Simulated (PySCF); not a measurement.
Task: Write Cartesian coordinates for InChI=1S/C4H4F2O3/c5-2-1-8-4(7)9-3(2)6/h2-3H,1H2/t2-,3-/m1/s1 as optimised with GFN2-xTB.

Result: 
```
atom  x, y, z in Å
O1     2.885    0.376    0.560
C2     1.744    0.216    0.285
O3     1.264   -0.988   -0.008
C4    -0.094   -1.229   -0.349
C5    -1.035   -0.187    0.237
F6    -1.153   -0.338    1.594
C7    -0.432    1.188   -0.060
F8    -0.557    1.387   -1.416
O9     0.895    1.285    0.300
H10   -0.193   -1.224   -1.442
H11   -0.323   -2.226    0.037
H12   -2.039   -0.268   -0.192
H13   -0.967    2.008    0.437
```

Orientation and origin are arbitrary. Atoms count from 1 in this order. The 6-membered ring C2–O3–C4–C5–C7–O9 has internal angles of 107.2° to 123.5°; it is puckered, 0.18 Å rms from its mean plane, widest ring torsion 50°. Of the pairs four or more bonds apart, F8···H10 is among the closest relative to their van der Waals radii: 2.64 Å, 99 % of the sum of Bondi's values. The 5 C–O bonds span 1.185 Å (O1=C2, drawn double) to 1.420 Å (O3–C4, drawn single), a spread of 0.235 Å.

Bonds between heavy atoms (Å): O1=C2 1.185, C2–O3 1.328, O3–C4 1.420, C4–C5 1.521, C5–F6 1.370, C5–C7 1.531, C7–F8 1.376, C7–O9 1.378, C2–O9 1.366.

Structure optimised with GFN2-xTB, isolated species.

Point group: C1 (no symmetry element, even within 0.4 Å). Not checked by GFN2-xTB frequencies. The numbers are those of one conformer (O1–C2–O3–C4 180°, C2–O3–C4–C5 -26°, O3–C4–C5–F6 -71°, C4–C5–C7–F8 70°).

These are computed values.
